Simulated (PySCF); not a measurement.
# Ar¹¹⁺: ionisation energy

Ar¹¹⁺ [He] 2s2 2p3 (4S) → Ar¹²⁺ [He] 2s2 2p2 (3P), as a difference of total energies. All numbers are calculated (PySCF 2.14, the non-relativistic Hamiltonian (point nucleus), in an uncontracted even-tempered set (18 s from 1.6 bohr⁻², ratio 2.2; 11 p from 2 bohr⁻², ratio 2.2; 6 d from 10 bohr⁻², ratio 2.4; 5 f from 15 bohr⁻², ratio 2.4; 5 g from 22 bohr⁻², ratio 2.4)). Correlated levels: nothing frozen; virtual orbitals above 40 to 60 times the deepest correlated orbital energy dropped. The calculations carry no spin-orbit coupling.

| method | ionisation energy (eV) |
| --- | --- |
| UHF | 620.02 |
| LDA | 619.96 |
| PBE | 619.71 |
| PBE0 | 620.07 |
| r2SCAN | 620.90 |
| PBEsol | 619.52 |
| r2SCAN0 | 620.95 |
| MP2 (all electrons) | 620.43 |
| SCS-MP2 (all electrons) | 620.04 |

Q: How much does correlation contribute at MP2 (all electrons)?

A: 620.43 − (620.02) = 0.41 eV, measured against UHF.

A first-order spin-orbit estimate (lowest level to lowest level, LS coupling) adds -1.760 eV.

These non-relativistic numbers lack the scalar-relativistic shift.

For comparison: 619 ± 0.4 eV (semi-empirical (NIST evaluation); NIST Atomic Spectra Database, ionization energies).
